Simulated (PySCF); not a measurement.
# One molecule, many inputs

Molecule: `C[S+](C)(=O)CC(F)(F)F`, [C₄H₈F₃OS]+; geometry GFN2-xTB.

Molfile (atoms numbered from 1):
```
C4H8F3OS
     RDKit          3D

 17 16  0  0  0  0  0  0  0  0999 V2000
   -1.4350    1.2310    0.3104 C   0  0  0  0  0  0  0  0  0  0  0  0
   -0.6750   -0.1309   -0.5760 S   0  0  0  0  0  5  0  0  0  0  0  0
   -0.9285   -1.6369    0.3649 C   0  0  0  0  0  0  0  0  0  0  0  0
   -1.2008   -0.2485   -1.8889 O   0  0  0  0  0  0  0  0  0  0  0  0
    1.1268    0.1842   -0.7319 C   0  0  0  0  0  0  0  0  0  0  0  0
    1.8596    0.3374    0.5966 C   0  0  0  0  0  0  0  0  0  0  0  0
    3.1461    0.5622    0.4210 F   0  0  0  0  0  0  0  0  0  0  0  0
    1.3476    1.3478    1.3123 F   0  0  0  0  0  0  0  0  0  0  0  0
    1.7207   -0.7621    1.3496 F   0  0  0  0  0  0  0  0  0  0  0  0
   -1.0851    1.2590    1.3363 H   0  0  0  0  0  0  0  0  0  0  0  0
   -2.5113    1.0787    0.2757 H   0  0  0  0  0  0  0  0  0  0  0  0
   -1.1964    2.1618   -0.1972 H   0  0  0  0  0  0  0  0  0  0  0  0
   -1.9919   -1.8628    0.3342 H   0  0  0  0  0  0  0  0  0  0  0  0
   -0.3833   -2.4486   -0.1096 H   0  0  0  0  0  0  0  0  0  0  0  0
   -0.5957   -1.5045    1.3882 H   0  0  0  0  0  0  0  0  0  0  0  0
    1.2430    1.0961   -1.3229 H   0  0  0  0  0  0  0  0  0  0  0  0
    1.5521   -0.6518   -1.2927 H   0  0  0  0  0  0  0  0  0  0  0  0
  1  2  1  0
  2  3  1  0
  2  4  2  0
  2  5  1  0
  5  6  1  0
  6  7  1  0
  6  8  1  0
  6  9  1  0
  1 10  1  0
  1 11  1  0
  1 12  1  0
  3 13  1  0
  3 14  1  0
  3 15  1  0
  5 16  1  0
  5 17  1  0
M  CHG  1   2   1
M  END
```

All runs: PySCF 2.14.0 with density-fitted response routines, non-relativistic, gas phase unless a solvent (IEF-PCM) is named; grid level 2, GIAOs and SCF threshold 1e-9 unless changed. The yardstick, PBE0/pcSseg-1, gives these isotropic shieldings σ (ppm, equivalent atoms averaged): C6 59.5, C5 117.9, C1/C3 138.1, S2 216.3, O4 219.3, H16/H17 27.08, H10/H11/H12/H13/H14/H15 27.83.

Q: What do these inputs give? (1) B3LPY/pcSseg-1; common gauge at [2, 0, 0]; max_cycle 64; (2) B3LPY/pcSseg-1; common gauge at [2, 0, 0]; max_cycle 64; (3) HSE06/pcSseg-1; max_cycle 5; aux cc-pvdz-ri; (4) HSE06/pcSseg-1; max_cycle 5; aux cc-pvdz-ri

A: 
| run | outcome | functions | wall time | C6 | C5 | C1/C3 | S2 | O4 | H16/H17 | H10/H11/H12/H13/H14/H15 |
| --- | --- | --- | --- | --- | --- | --- | --- | --- | --- | --- |
| 1 | refused | – | 0.7 s | – | – | – | – | – | – | – |
| 2 | refused | – | 0.21 s | – | – | – | – | – | – | – |
| 3 | not converged | 200 | 38 s | – | – | – | – | – | – | – |
| 4 | not converged | 200 | 11 s | – | – | – | – | – | – | – |

Times are on shared hosts with different chips, so compare them loosely.

Q: Comment on the technical settings and failures.

A: 
- Run 1: The program stopped with: KeyError: "LibXCFunctional: name 'B3LPY' not found."
- Run 2: The program stopped with: KeyError: "LibXCFunctional: name 'B3LPY' not found."
- Run 3: The SCF stopped after 5 cycles without meeting its threshold and the cycle limit at 5, so no response property followed.
- Run 4: The SCF stopped after 5 cycles without meeting its threshold and the cycle limit at 5, so no response property followed.

Runs 1, 2, 3, 4 were set up unsoundly or failed; their numbers aren't to be quoted as properties of the molecule.
